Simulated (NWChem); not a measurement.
System: ZnHOI; SMILES [Zn]([I])[OH]

Parts of the log:

```
             Northwest Computational Chemistry Package (NWChem) 7.3.0
             --------------------------------------------------------

                             Geometry "geometry" -> ""
                             -------------------------

 Output coordinates in angstroms (scale by  1.889725989 to convert to a.u.)

  No.       Tag          Charge          X              Y              Z
 ---- ---------------- ---------- -------------- -------------- --------------
    1 Zn                  30.0000    -0.23508200     1.17359000     0.00000000
    2 I                   53.0000     0.24866800    -1.20830700     0.00000000
    3 O                    8.0000    -0.73416700     2.88833600     0.00000000
    4 H                    1.0000     0.03681200     3.48624000     0.00000000

 Effective nuclear repulsion energy (a.u.)     487.6742156228

                                 NWChem DFT Module
                                 -----------------

 Summary of "ao basis" -> "ao basis" (spherical)
 ------------------------------------------------------------------------------
       Tag                 Description            Shells   Functions and Types
 ---------------- ------------------------------  ------  ---------------------
 Zn                        def2-tzvp                16       48   6s5p4d1f
 I                         def2-tzvp                16       50   6s5p3d2f
 O                         def2-tzvp                11       31   5s3p2d1f
 H                         def2-tzvp                 4        6   3s1p

            General Information
            -------------------
          SCF calculation type: DFT
          Wavefunction type:  closed shell.
          No. of atoms     :     4
          No. of electrons :    64
           Alpha electrons :    32
            Beta electrons :    32
          Charge           :     0
          Spin multiplicity:     1
          Use of symmetry is: off; symmetry adaption is: off
          Maximum number of iterations: 150
          AO basis - number of functions:   135
                     number of shells:    47
          Convergence on energy requested:  1.00D-06
          Convergence on density requested:  1.00D-05
          Convergence on gradient requested:  5.00D-04

              XC Information
              --------------
                         B3LYP Method XC Potential
                     Hartree-Fock (Exact) Exchange  0.200
                        Slater Exchange Functional  0.800 local
                    Becke 1988 Exchange Functional  0.720 non-local
              Lee-Yang-Parr Correlation Functional  0.810
                  VWN I RPA Correlation Functional  0.190 local

             Grid Information
             ----------------
          Grid used for XC integration:  medium
          Radial quadrature: Mura-Knowles
          Angular quadrature: Lebedev.
          Tag              B.-S. Rad. Rad. Pts. Rad. Cut. Ang. Pts.
          ---              ---------- --------- --------- ---------
          Zn                  1.35      112          10.0       590
          I                   1.40      123          12.0       590
          O                   0.60       49          12.0       434
          H                   0.35       45          13.0       434
          Grid pruning is: on
          Number of quadrature shells:   329
          Spatial weights used:  Erf1

      Superposition of Atomic Density Guess
      -------------------------------------

 Sum of atomic energies:       -2200.25300787

      Non-variational initial energy
      ------------------------------

 Total energy =   -2150.145596
 1-e energy   =   -3651.057177
 2-e energy   =    1227.412817
 HOMO         =      -0.358069
 LUMO         =      -0.065179

   convergence    iter        energy       DeltaE   RMS-Dens  Diis-err
 ---------------- ----- ----------------- --------- --------- ---------
 d= 0,ls=0.0,diis     1  -2153.0786218446 -2.43D+03  1.14D-02  1.13D+00
 d= 0,ls=0.0,diis     2  -2152.7203344765  3.58D-01  7.56D-03  4.46D+00
 d= 0,ls=0.0,diis     3  -2153.1741256056 -4.54D-01  1.73D-03  1.24D-01
 d= 0,ls=0.0,diis     4  -2153.1823194052 -8.19D-03  8.00D-04  4.76D-02
 d= 0,ls=0.0,diis     5  -2153.1855985802 -3.28D-03  1.19D-04  9.86D-04
  Resetting Diis
 d= 0,ls=0.0,diis     6  -2153.1856195928 -2.10D-05  7.73D-05  4.48D-04
 d= 0,ls=0.0,diis     7  -2153.1856442921 -2.47D-05  3.51D-05  2.71D-05
 d= 0,ls=0.0,diis     8  -2153.1856408193  3.47D-06  2.35D-05  9.15D-05
 d= 0,ls=0.0,diis     9  -2153.1856457408 -4.92D-06  2.55D-06  1.31D-06
 d= 0,ls=0.0,diis    10  -2153.1856457998 -5.90D-08  1.15D-06  5.02D-08

         Total DFT energy =    -2153.185645799849
      One electron energy =    -3650.104164331027
           Coulomb energy =     1325.943092846600
    Exchange-Corr. energy =     -102.523337797817
 Nuclear repulsion energy =      273.498763482395

 Numeric. integr. density =       64.000003628114

                       DFT Final Molecular Orbital Analysis
                       ------------------------------------

 Vector   30  Occ=2.000000D+00  E=-3.103187D-01
              MO Center= -6.2D-01,  2.5D+00,  1.4D-09, r^2= 1.9D+00
   Bfn.  Coefficient  Atom+Function         Bfn.  Coefficient  Atom+Function
  ----- ------------  ---------------      ----- ------------  ---------------
   106      0.438201  3 O  pz               109      0.359869  3 O  pz
   112      0.302248  3 O  pz                66      0.136591  2 I  pz
    18      0.112173  1 Zn pz                60     -0.107523  2 I  pz
    23     -0.088841  1 Zn d -1              63      0.082527  2 I  pz
    12     -0.059937  1 Zn pz                21      0.052963  1 Zn pz

 Vector   31  Occ=2.000000D+00  E=-2.803774D-01
              MO Center=  2.2D-01, -1.1D+00,  3.7D-09, r^2= 2.3D+00
   Bfn.  Coefficient  Atom+Function         Bfn.  Coefficient  Atom+Function
  ----- ------------  ---------------      ----- ------------  ---------------
    64      0.512365  2 I  px                58     -0.439361  2 I  px
    61      0.355669  2 I  px                67      0.265099  2 I  px
    65      0.108472  2 I  py                59     -0.093552  2 I  py
    62      0.075718  2 I  py                16      0.074153  1 Zn px
    22      0.062425  1 Zn d -2              55     -0.055918  2 I  px

 Vector   32  Occ=2.000000D+00  E=-2.782862D-01
              MO Center=  1.7D-01, -8.5D-01, -2.1D-08, r^2= 3.1D+00
   Bfn.  Coefficient  Atom+Function         Bfn.  Coefficient  Atom+Function
  ----- ------------  ---------------      ----- ------------  ---------------
    66      0.508230  2 I  pz                60     -0.437985  2 I  pz
    63      0.355612  2 I  pz                69      0.270321  2 I  pz
   106     -0.126180  3 O  pz               109     -0.103785  3 O  pz
    23      0.087204  1 Zn d -1             112     -0.085386  3 O  pz
    57     -0.055735  2 I  pz                28      0.051925  1 Zn d -1

 Vector   33  Occ=0.000000D+00  E=-7.122138D-02
              MO Center=  7.4D-02,  8.6D-01, -9.3D-09, r^2= 5.7D+00
   Bfn.  Coefficient  Atom+Function         Bfn.  Coefficient  Atom+Function
  ----- ------------  ---------------      ----- ------------  ---------------
     6      0.960314  1 Zn s                  5      0.470968  1 Zn s
   103     -0.419415  3 O  s                 68     -0.398225  2 I  py
    54     -0.371654  2 I  s                 65     -0.289724  2 I  py
    59      0.219175  2 I  py                62     -0.186655  2 I  py
    53     -0.181752  2 I  s                  4     -0.167102  1 Zn s

 Vector   34  Occ=0.000000D+00  E=-2.240453D-02
              MO Center= -3.2D-01,  8.7D-01,  7.4D-10, r^2= 5.3D+00
   Bfn.  Coefficient  Atom+Function         Bfn.  Coefficient  Atom+Function
  ----- ------------  ---------------      ----- ------------  ---------------
    19      0.691164  1 Zn px                16      0.424969  1 Zn px
    20      0.293521  1 Zn py                67     -0.270443  2 I  px
    10     -0.155599  1 Zn px                64     -0.147676  2 I  px
    17      0.137895  1 Zn py               132     -0.134927  4 H  s
     5     -0.130778  1 Zn s                 58      0.130521  2 I  px

 Vector   35  Occ=0.000000D+00  E=-1.568554D-02
              MO Center= -1.6D-01,  9.7D-01,  1.8D-08, r^2= 5.4D+00
   Bfn.  Coefficient  Atom+Function         Bfn.  Coefficient  Atom+Function
  ----- ------------  ---------------      ----- ------------  ---------------
    21      0.741732  1 Zn pz                18      0.438922  1 Zn pz
    69     -0.252341  2 I  pz               112     -0.163684  3 O  pz
    12     -0.157768  1 Zn pz                66     -0.151352  2 I  pz
   106     -0.140895  3 O  pz                60      0.125111  2 I  pz
    63     -0.112854  2 I  pz               109     -0.109969  3 O  pz

     Multipole analysis of the density
     ---------------------------------

     L   x y z        total         alpha         beta         nuclear
     -   - - -        -----         -----         ----         -------
     0   0 0 0      0.000000    -32.000000    -32.000000     64.000000

     1   1 0 0      0.533522      6.571155      6.571155    -12.608788
     1   0 1 0      0.205853    -29.748086    -29.748086     59.702024
     1   0 0 1      0.000000      0.000000      0.000000      0.000000

     2   2 0 0    -35.573288    -31.208784    -31.208784     26.844281
     2   1 1 0      4.613506     60.558331     60.558331   -116.503156
     2   1 0 1     -0.000000     -0.000000     -0.000000      0.000000
     2   0 2 0    -35.929584   -297.781425   -297.781425    559.633265
     2   0 1 1     -0.000000     -0.000000     -0.000000      0.000000
     2   0 0 2    -35.030372    -17.515186    -17.515186      0.000000

                                 NWChem DFT Module
                                 -----------------

            General Information
            -------------------
          SCF calculation type: DFT
          Wavefunction type:  spin polarized.
          No. of atoms     :     4
          No. of electrons :    63
           Alpha electrons :    32
            Beta electrons :    31
          Charge           :     1
          Spin multiplicity:     2
          Use of symmetry is: off; symmetry adaption is: off
          Maximum number of iterations: 150
          AO basis - number of functions:   135
                     number of shells:    47
          Convergence on energy requested:  1.00D-06
          Convergence on density requested:  1.00D-05
          Convergence on gradient requested:  5.00D-04

              XC Information
              --------------
                         B3LYP Method XC Potential
                     Hartree-Fock (Exact) Exchange  0.200
                        Slater Exchange Functional  0.800 local
                    Becke 1988 Exchange Functional  0.720 non-local
              Lee-Yang-Parr Correlation Functional  0.810
                  VWN I RPA Correlation Functional  0.190 local

             Grid Information
             ----------------
          Grid used for XC integration:  medium
          Radial quadrature: Mura-Knowles
          Angular quadrature: Lebedev.
          Tag              B.-S. Rad. Rad. Pts. Rad. Cut. Ang. Pts.
          ---              ---------- --------- --------- ---------
          Zn                  1.35      112          10.0       590
          I                   1.40      123          12.0       590
          O                   0.60       49          12.0       434
          H                   0.35       45          13.0       434
          Grid pruning is: on
          Number of quadrature shells:   329
          Spatial weights used:  Erf1

      Superposition of Atomic Density Guess
      -------------------------------------

 Sum of atomic energies:       -2200.25300787

 Renormalizing density from      64.00 to     63

      Non-variational initial energy
      ------------------------------

 Total energy =   -2131.154817
 1-e energy   =   -3594.009408
 2-e energy   =    1189.355828
 HOMO         =      -0.639892
 LUMO         =      -0.355229

   convergence    iter        energy       DeltaE   RMS-Dens  Diis-err
 ---------------- ----- ----------------- --------- --------- ---------
 d= 0,ls=0.0,diis     1  -2152.3508246378 -2.43D+03  1.07D-02  2.72D+00
                                                     1.18D-02  2.71D+00
 d= 0,ls=0.0,diis     2  -2147.5463413174  4.80D+00  9.79D-03  2.52D+01
                                                     1.10D-02  2.38D+01
 d= 0,ls=0.0,diis     3  -2152.7376756042 -5.19D+00  3.66D-03  1.47D-01
                                                     7.62D-03  1.41D-01
 d= 0,ls=0.0,diis     4  -2152.3400833151  3.98D-01  2.38D-03  9.59D-01
                                                     6.57D-03  6.86D-01
 d= 0,ls=0.0,diis     5  -2152.8056271875 -4.66D-01  7.22D-04  3.87D-02
                                                     1.55D-03  3.98D-02
  Resetting Diis
 d= 0,ls=0.0,diis     6  -2152.8186138513 -1.30D-02  2.39D-04  6.34D-03
                                                     4.28D-04  4.98D-03
 d= 0,ls=0.0,diis     7  -2152.8176292890  9.85D-04  9.03D-04  5.94D-03
                                                     2.47D-03  5.50D-03
 d= 0,ls=0.0,diis     8  -2152.7726383150  4.50D-02  6.46D-04  9.60D-02
                                                     1.82D-03  9.06D-02
 d= 0,ls=0.0,diis     9  -2152.8203927965 -4.78D-02  1.10D-04  4.95D-04
                                                     3.42D-04  5.92D-04
 d= 0,ls=0.0,diis    10  -2152.8206925492 -3.00D-04  4.38D-05  2.16D-04
                                                     6.68D-05  1.89D-04
 d= 0,ls=0.0,diis    11  -2152.8207971608 -1.05D-04  1.96D-05  4.20D-05
                                                     1.58D-05  3.13D-05
 d= 0,ls=0.0,diis    12  -2152.8208139774 -1.68D-05  7.34D-06  6.50D-06
                                                     7.64D-06  4.87D-06
 d= 0,ls=0.0,diis    13  -2152.8208164019 -2.42D-06  6.63D-06  8.76D-07
                                                     3.45D-06  5.18D-07
 d= 0,ls=0.0,diis    14  -2152.8208167789 -3.77D-07  4.03D-07  8.60D-09
                                                     1.95D-06  1.15D-08

         Total DFT energy =    -2152.820816778903
      One electron energy =    -3634.935758475739
           Coulomb energy =     1310.836884311500
    Exchange-Corr. energy =     -102.220706097060
 Nuclear repulsion energy =      273.498763482395

 Numeric. integr. density =       63.000003607571

                    DFT Final Alpha Molecular Orbital Analysis
                    ------------------------------------------

 Vector   30  Occ=1.000000D+00  E=-5.539876D-01
              MO Center= -5.0D-01,  2.0D+00, -2.9D-09, r^2= 3.9D+00
   Bfn.  Coefficient  Atom+Function         Bfn.  Coefficient  Atom+Function
  ----- ------------  ---------------      ----- ------------  ---------------
   104      0.300502  3 O  px               105     -0.260585  3 O  py
    65     -0.251730  2 I  py               107      0.248256  3 O  px
   108     -0.231065  3 O  py                59      0.209036  2 I  py
    17      0.183168  1 Zn py                62     -0.167929  2 I  py
   110      0.150648  3 O  px               111     -0.131678  3 O  py

[...]
```

Level: B3LYP/def2-TZVP with def2 effective core potentials on I, vertical spin-unrestricted ions. Coordinates come from a PBE-D3(BJ)/def2-SVP optimisation. B3LYP is NWChem's, with the RPA form of VWN correlation. def2 effective core potentials on I; no spin-orbit coupling.

Which NWChem input produces such a log?

This is not unique; one that fits is the input that was run:
```
start job
memory heap 200 mb stack 900 mb global 1100 mb
geometry units angstroms noautosym nocenter noautoz
  Zn    -0.235082     1.173590     0.000000
  I      0.248668    -1.208307     0.000000
  O     -0.734167     2.888336     0.000000
  H      0.036812     3.486240     0.000000
end
basis spherical
  * library def2-tzvp
end
ecp
  I library def2-ecp
end
dft
  xc b3lyp
  iterations 150
  vectors input atomic output neutral.movecs
end
task dft energy
charge 1
dft
  odft
  mult 2
  vectors input atomic output cation.movecs
end
task dft energy
```
